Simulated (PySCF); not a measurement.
Cl3HSeSn. Atoms are numbered in the order given.

```xyz
6

Cl    -1.4958     0.6292     1.9073
Sn    -0.3168     0.0865    -0.0499
Cl    -0.2462     2.0053    -1.4058
Cl    -1.5846    -1.5572    -1.1463
Se     2.0545    -0.6815     0.4041
H      2.5406     0.5326    -0.2837
```

Geometry: B3LYP-D3(BJ)/def2-SVP. The structure was generated by enumeration; whether it is a known compound was not checked. The def2 effective core potentials stand for the cores of Sn; spin–orbit coupling is left out. The values are those of a single conformer.

Level of theory: B3LYP-D3(BJ)/def2-SVP (PySCF).

Frequencies are harmonic and unscaled.

A small imaginary wavenumber (i) marks a very flat motion, where grid noise or a shallow saddle decides the sign.

```tsv
mode	ν (cm⁻¹)	IR (km/mol)	Raman (Å⁴/amu)	depolarisation	moving atoms (share of kinetic energy)
1	17i	3.8	4.1	0.75	H 60 %, Cl 28 %, Se 11 %
2	78	1.1	3.1	0.75	Cl 63 %, Se 25 %, Sn 11 %
3	93	0.3	5.4	0.75	Cl 40 %, H 30 %, Se 15 %, Sn 15 %
4	112	5.6	3.3	0.75	Cl 78 %, Sn 19 %
5	115	7.9	1.4	0.75	Cl 75 %, Sn 16 %, H 8 %
6	118	11.8	4.9	0.69	Cl 72 %, Se 15 %, Sn 13 %
7	239	9.5	19.5	0.08	Se 56 %, Sn 31 %, Cl 13 %
8	361	35.4	19.8	0.02	Cl 81 %, Sn 17 %
9	383	56.0	8.0	0.75	Cl 72 %, Sn 28 %
10	384	55.0	7.6	0.72	Cl 72 %, Sn 28 %
11	641	0.4	4.0	0.68	H 97 %
12	2407	3.6	115.0	0.30	H 99 %
```
